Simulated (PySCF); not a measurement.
**Relaxation of singlet OsO₃**

Computed with PBE in PySCF with Os def2-SVP with ECP60, O def2-SVP; scalar-relativistic core potentials, no spin–orbit coupling; density-fitted integrals. A (50,194) grid was used.

A hand-made trigonal planar start, of D3h symmetry, held to at least that symmetry:

Coordinates in bohr (charge 0 multiplicity 1):
```
Os    0.0000    0.0000    0.0000
O     3.2692    0.0000    0.0000
O    -1.6346    2.8312    0.0000
O    -1.6346   -2.8312    0.0000
```

What does it relax to?

It ends at D3h with Os–O 1.710 Å (×3); O–Os–O 120.0° (×3). A frequency run shows a minimum.

How much energy is released, and in how many steps?

3.2 kJ/mol in 3 steps.

With an element this heavy the missing spin–orbit coupling can shift these numbers.
